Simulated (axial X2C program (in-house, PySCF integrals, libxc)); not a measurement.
OsB: bond constants with and without spin–orbit coupling

Calculated with an in-house all-electron X2C program for linear molecules (integrals from PySCF). Spin-free means the one-electron spin-free X2C Hamiltonian; two-component (2c) means X2C with spin–orbit coupling and atomic mean-field two-electron Coulomb and Gaunt terms, so the difference of the two also holds small scalar two-electron terms. Basis: Os dyall-cv3z [13s14p9d6f4g], B dyall-v3z [7s6p2d1f] (cores contracted in-house); Gaussian nuclei, density fitting, unrestricted open shells. Masses: Os 191.961 u, B 11.009 u.

State, spin-free: M_S = 3/2, Λ = 0 (beyond evenly filled blocks: σα, δ+α, δ-α); electrons by block: σα: 16, σβ: 15, π+α: 8, π+β: 8, π-α: 8, π-β: 8, δ+α: 4, δ+β: 3, δ-α: 4, δ-β: 3, φ+α: 1, φ+β: 1, φ-α: 1, φ-β: 1. Fragments: Os + B.

State, 2c: Ω = 3/2 (⟨Sz⟩ = 1.48, ⟨Lz⟩ = 0.02 at HF); electrons by block: 1/2: 24, -1/2: 23, 3/2: 11, -3/2: 12, 5/2: 5, -5/2: 4, 7/2: 1, -7/2: 1. Fragments: Os + B.

| Hamiltonian | level | Re (Å) | ωe (cm⁻¹) | αe (cm⁻¹) | De (eV) | k (mdyn/Å) | μ (D) |
| --- | --- | --- | --- | --- | --- | --- | --- |
| spin-free | HF | 1.797 | 834.4 | 0.00355 | 1.55 | 4.27 | -2.60 |
| spin-free | CCSD | 1.771 | 960.2 | 0.0028 | 3.83 | 5.66 | n/a |
| spin-free | CCSD(T) | 1.775 | 958.1 | 0.00294 | 4.22 | 5.63 | n/a |
| spin-free | r2SCAN | 1.779 | 875.3 | 0.00538 | 5.01 | 4.7 | -2.77 |
| spin-free | PBE50 | 1.755 | 958.4 | 0.00336 | 4.13 | 5.63 | -2.61 |
| spin-free | M06 | 1.772 | 929.0 | 0.00319 | 3.96 | 5.29 | -1.39 |
| 2c | HF | 1.798 | 829.8 | 0.00368 | 1.22 | 4.22 | -2.59 |
| 2c | CCSD | 1.773 | 954.1 | 0.00281 | 3.41 | 5.58 | n/a |
| 2c | CCSD(T) | 1.777 | 950.3 | 0.00298 | 3.78 | 5.54 | n/a |
| 2c | r2SCAN | 1.781 | 863.9 | 0.00552 | n/a | 4.58 | -2.76 |

Correlated methods: 11 electrons correlated (number of frozen shells: Os 5 s, 4 p, 2 d, 1 f; B 1 s), 275 virtual spin orbitals or spinors in MP2, 140 natural virtuals in coupled cluster.

Dipoles are positive if B is the positive end.

Occupations by symmetry block were frozen at the best pattern of an incomplete PBE0 search. Dissociation energies refer to the lowest single-determinant-based atoms at the same level and basis. De is not given where an atomic determinant may have missed its ground term or J level, or where the truncated virtual space spoils (T). Density functionals use the spin component along the axis (collinear). CCSD and (T) use frozen natural virtuals with an MP2 correction for the truncation; (T) itself is uncorrected, so its De runs slightly low. PBE0 can misorder states that lie within some tenths of an eV, so this need not be the ground state of the molecule. The nearest other spin-free determinant of the search, M_S = 1/2, Λ = 0, lies 0.23 eV up at the distance of the search. Without a current term, density functionals place determinants with orbital angular momentum somewhat too high. With several unpaired electrons one determinant need not be a pure state. Some points did not converge and are left out. This is the top spin component of a Σ state; components of lower Ω are not single determinants and can lie lower. The determinant is spin-polarised beyond a pure state at some levels (its spin-free form has ⟨S²⟩ too high), which makes Re and μ there less reliable. The T1 diagnostic is large, a sign of multireference character. The stretched end of a curve changes character and is left out.

No reliable constants came from M06 (2c), MP2 (2c), MP2 (spin-free), PBE0 (2c), PBE0 (spin-free), PBE50 (2c): no minimum in range, unconverged points, a curve that is not smooth, a change of character along it, or the two Hamiltonians disagreeing along it.

Rough cost a point (2c) on 2 thread(s) of a shared host, integrals apart: HF 1.2 s, CCSD(T) 30 s, r2SCAN 1.4 s.

The whole task took 14 min on 2 threads of Intel(R) Xeon(R) Platinum 8259CL CPU @ 2.50GHz (Skylake/Cascade Lake) (shared host).
